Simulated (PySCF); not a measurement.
Molecule: SMILES F[Si](F)(F)F, F₄Si.

Numbering as in the mapped SMILES `[F:1][Si:2]([F:3])([F:4])[F:5]`.

Geometry PBE0-D3(BJ)/def2-SVP throughout; GIAO in PySCF 2.14.0 with density-fitted response routines, gas phase, one conformer, non-relativistic; equivalent atoms averaged; functional PBE0.

(1) How do the shifts δ (against CFCl3, TMS at the same level) depend on the basis set? (ppm; last column core-seconds on shared hosts with different chips, so compare them loosely)

(2) Which nucleus moves most, in ppm?

(3) Taking the largest basis, pcSseg-2 (187 functions), as the yardstick, rank the others by their worst heavy-atom deviation.

Results:

(1) 
```tsv
basis set	functions	F1/F3/F4/F5	Si2	core-s
STO-3G	29	-190.0	-16.4	1.2
6-31G	49	-177.4	-36.5	2.2
pcSseg-0	49	-196.2	-63.3	1.9
6-31G*	74	-148.5	-81.6	3
def2-SVP	74	-133.4	-106.1	2.6
cc-pVDZ	74	-143.2	-88.1	2.9
pcSseg-1	92	-161.2	-103.2	6.7
aug-cc-pVDZ	119	-161.3	-81.0	5.2
6-311+G(2d,p)	143	-170.8	-105.1	6.4
cc-pVTZ	154	-158.6	-94.1	7.1
def2-TZVP	161	-159.9	-110.8	7.8
IGLO-III	184	-166.7	-111.8	8.6
pcSseg-2	187	-166.6	-108.8	8.8
```

(2) Si2 (silicon bonded to 4 F): from -111.8 ppm with IGLO-III to -16.4 ppm with STO-3G. The smallest spread is 62.8 ppm, at F1/F3/F4/F5.

(3) IGLO-III 3.0 ppm (184 functions), 6-311+G(2d,p) 4.2 ppm (143 functions), pcSseg-1 5.7 ppm (92 functions), def2-TZVP 6.7 ppm (161 functions), cc-pVTZ 14.7 ppm (154 functions), cc-pVDZ 23.4 ppm (74 functions), 6-31G* 27.2 ppm (74 functions), aug-cc-pVDZ 27.8 ppm (119 functions), def2-SVP 33.2 ppm (74 functions), pcSseg-0 45.6 ppm (49 functions), 6-31G 72.3 ppm (49 functions), STO-3G 92.4 ppm (29 functions).

A small basis that lands close on one nucleus may do so by chance; judge by the trend and by all nuclei.
